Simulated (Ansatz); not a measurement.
Ligand exchange: BBr3 + CBr2ClF → BBr2F + CBr3Cl

Species: BBr3 (boron tribromide) `BrB(Br)Br`, singlet; CBr2ClF `FC(Cl)(Br)Br`, singlet; BBr2F (dibromofluoroborane) `FB(Br)Br`, singlet; CBr3Cl (tribromochloromethane) `ClC(Br)(Br)Br`, singlet. The partners trade Br for F: B–Br and C–F bonds give way to B–F and C–Br.

Shapes, held fixed at every level: PBE0-D4/def2-TZVP. Programs: Ansatz 0.2.0. The zero-point and thermal change to 298 K, harmonic and unscaled (PBE0-D4/def2-TZVP), is 0.0 kJ/mol.

Question: Estimate the reaction enthalpy at 298 K.

Answer: From tabulated heats of formation (Active Thermochemical Tables, NIST-JANAF tables), ΔH(298 K) = -70.1 kJ/mol. Nearest: MP2/def2-TZVPP (+4.2); farthest: SPW92/def2-TZVPP (+26.0). 1 of 8 levels lie within 10 kJ/mol. The tabulated values of BBr3, BBr2F are in doubt (older tables, estimates, or at odds with other calculations) and kept here. Relativity is left out for Br. Outer-core shells of Br are correlated, in sets that cover them unevenly. Times are processor times on shared x86 and Arm servers, and rough.

```
              level                   kind  ΔH (kJ/mol)  computed − measured  CPU time (all species)
   SPW92/def2-TZVPP                    LDA        -44.0                +26.0                    12 s
BHLYP-D4/def2-TZVPP          global hybrid        -57.3                +12.8                    42 s
 PBE0-D4/def2-TZVPP          global hybrid        -47.8                +22.3                    40 s
  B2PLYP/def2-TZVPP          double hybrid        -57.7                +12.3                    61 s
     MP2/def2-TZVPP    perturbation theory        -65.8                 +4.2                       –
   CCSD(T)/def2-SVP  coupled cluster or CI        -51.2                +18.8                    57 s
      CCSD/def2-SVP  coupled cluster or CI        -51.6                +18.5                       –
 CCSD(T)/def2-TZVPP  coupled cluster or CI        -58.8                +11.3                  10 min
```
